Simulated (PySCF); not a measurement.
Compound: C5H12FPSi.
SMILES with atom numbers: `[F:1][CH:2]1[CH2:3][CH2:4][P:5]([SiH3:6])[CH2:7][CH2:8]1` (hydrogens: H9 on C2; H10, H11 on C3; H12, H13 on C4; H14, H15, H16 on Si6; H17, H18 on C7; H19, H20 on C8)

The same species was optimised twice, with GFN2-xTB and with PBE0-D3(BJ)/def2-SVP (PySCF), and the same property calculations (PySCF, gas phase) were run on both structures.

```tsv
coordinate	GFN2-xTB	PBE0-D3(BJ)/def2-SVP	change
P5–Si6 (Å)	2.239	2.263	+0.024
C4–P5 (Å)	1.861	1.870	+0.009
P5–C7 (Å)	1.861	1.869	+0.008
C2–C8 (Å)	1.523	1.517	-0.006
C2–C3 (Å)	1.523	1.517	-0.006
F1–C2 (Å)	1.386	1.381	-0.005
C3–C4 (Å)	1.523	1.524	+0.001
C7–C8 (Å)	1.524	1.524	0.000
C2–C3–C4 (°)	111.4	113.0	+1.6
C2–C8–C7 (°)	111.4	112.8	+1.4
C3–C2–C8 (°)	112.7	113.8	+1.1
C4–P5–Si6 (°)	102.8	101.9	-0.9
P5–C7–C8 (°)	115.6	116.4	+0.8
C3–C4–P5 (°)	115.7	116.4	+0.7
C4–P5–C7 (°)	98.3	99.0	+0.7
Si6–P5–C7 (°)	102.2	101.8	-0.4
```

Rotational constants: A = 2190, B = 906.7, C = 902.1 MHz (GFN2-xTB) against A = 2168, B = 895.8, C = 889.9 MHz (PBE0-D3(BJ)/def2-SVP).

On the GFN2-xTB structure: HOMO (eV) -6.72 [PBE0/pcSseg-1]; LUMO (eV) 0.23 [PBE0/pcSseg-1]; dipole (D) 0.68 [PBE0/pcSseg-1]; GIAO shielding of F1 (ppm) 363.5 [PBE0/pcSseg-1]; GIAO shielding of C2 (ppm) 90.8 [PBE0/pcSseg-1]; GIAO shielding of C3/C8 (mean) (ppm) 151.5 [PBE0/pcSseg-1]; GIAO shielding of C4/C7 (mean) (ppm) 165.4 [PBE0/pcSseg-1]; GIAO shielding of P5 (ppm) 443.1 [PBE0/pcSseg-1]; GIAO shielding of Si6 (ppm) 440.2 [PBE0/pcSseg-1].

Task: What do these properties become on the PBE0-D3(BJ)/def2-SVP structure?

Result: 
```json
{"property": "HOMO (eV)", "level": "PBE0/pcSseg-1", "on GFN2-xTB": "-6.72", "on PBE0-D3(BJ)/def2-SVP": "-6.75", "change": "-0.03"}
{"property": "LUMO (eV)", "level": "PBE0/pcSseg-1", "on GFN2-xTB": "0.23", "on PBE0-D3(BJ)/def2-SVP": "0.24", "change": "+0.01"}
{"property": "dipole (D)", "level": "PBE0/pcSseg-1", "on GFN2-xTB": "0.68", "on PBE0-D3(BJ)/def2-SVP": "0.75", "change": "+0.07"}
{"property": "energy, GFN2-xTB geometry as zero (kcal/mol)", "level": "PBE0/pcSseg-1", "on GFN2-xTB": "0.0", "on PBE0-D3(BJ)/def2-SVP": "-1.2", "change": "-1.2"}
{"property": "GIAO shielding of F1 (ppm)", "level": "PBE0/pcSseg-1", "on GFN2-xTB": "363.5", "on PBE0-D3(BJ)/def2-SVP": "364.8", "change": "+1.3"}
{"property": "GIAO shielding of C2 (ppm)", "level": "PBE0/pcSseg-1", "on GFN2-xTB": "90.8", "on PBE0-D3(BJ)/def2-SVP": "92.4", "change": "+1.6"}
{"property": "GIAO shielding of C3/C8 (mean) (ppm)", "level": "PBE0/pcSseg-1", "on GFN2-xTB": "151.5", "on PBE0-D3(BJ)/def2-SVP": "152.1", "change": "+0.6"}
{"property": "GIAO shielding of C4/C7 (mean) (ppm)", "level": "PBE0/pcSseg-1", "on GFN2-xTB": "165.4", "on PBE0-D3(BJ)/def2-SVP": "164.6", "change": "-0.8"}
{"property": "GIAO shielding of P5 (ppm)", "level": "PBE0/pcSseg-1", "on GFN2-xTB": "443.1", "on PBE0-D3(BJ)/def2-SVP": "445.6", "change": "+2.5"}
{"property": "GIAO shielding of Si6 (ppm)", "level": "PBE0/pcSseg-1", "on GFN2-xTB": "440.2", "on PBE0-D3(BJ)/def2-SVP": "434.6", "change": "-5.6"}
```

The heavy atoms differ by 0.022 Å rms after alignment. Among bonds between heavy atoms P5–Si6 changes most (+0.024 Å). Changes are differences of the printed values. Neither structure is proved a minimum here.
